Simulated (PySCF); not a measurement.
**SrPb⁺: frontier orbitals**

B97-3 at R = 3.452 Å; basis Sr def2-SVP with ECP28, Pb def2-SVP with ECP60; scalar-relativistic core potentials; PySCF 2.14. State: ²Π (doublet), unpaired electrons π ↑. Only the outer orbitals are listed, counted within each symmetry, core potentials removing the inner ones.

```
spin  orbital  occ.  ε (eV)  on Sr (%)            main shells (%)
   α       1δ     1  -27.74          0                   100 Pb d
   α       1δ     1  -27.66          0                   100 Pb d
   α       3π     1  -27.63          0                   100 Pb d
   α       5σ     1  -27.35          0                   100 Pb d
   α       3π     1  -27.35          0                   100 Pb d
   α       6σ     1  -17.38          2                    98 Pb s
   α       7σ     1   -9.10         46           52 Pb p, 41 Sr s
   α       4π     1   -8.47         12            88 Pb p, 8 Sr d
   α       4π     0   -6.72         18           82 Pb p, 13 Sr d
   α       8σ     0   -6.33         77  55 Sr s, 23 Pb p, 12 Sr d
   α       2δ     0   -4.84        100                    99 Sr d
   β       1δ     1  -27.68          0                   100 Pb d
   β       3π     1  -27.59          0                   100 Pb d
   β       1δ     1  -27.52          0                   100 Pb d
   β       5σ     1  -27.20          0                   100 Pb d
   β       3π     1  -27.20          0                   100 Pb d
   β       6σ     1  -16.58          3                    96 Pb s
   β       7σ     1   -8.78         60           57 Sr s, 38 Pb p
   β       4π     0   -6.63         19           81 Pb p, 13 Sr d
   β       4π     0   -6.33         21           78 Pb p, 15 Sr d
   β       8σ     0   -6.21         66  39 Sr s, 34 Pb p, 16 Sr d
```

**Question.** Which are the highest filled and the lowest empty level, where do they sit, and how wide is the gap?

**Answer.** Highest filled α 4π at -8.47 eV (in %: 88 Pb p, 8 Sr d); lowest empty α 4π at -6.72 eV (in %: 82 Pb p, 13 Sr d); the gap at B97-3 is 1.75 eV. Both belong to one degenerate shell, split only by its one-sided filling, so this is no excitation gap.

- bond order (Mayer): 1.20
- ⟨S²⟩: 0.778
- charge on Sr (Mulliken, basis-dependent): 0.78
- charge on Sr (Löwdin, basis-dependent): 0.62
- dipole moment (positive dipole points towards Pb; it is taken about the centre of mass and depends on that origin): -9.56 D

Spin–orbit coupling is left out, which matters for elements this heavy, above all for dissociation energies. The state was picked by a PBE0 search and need not be the measured ground state.
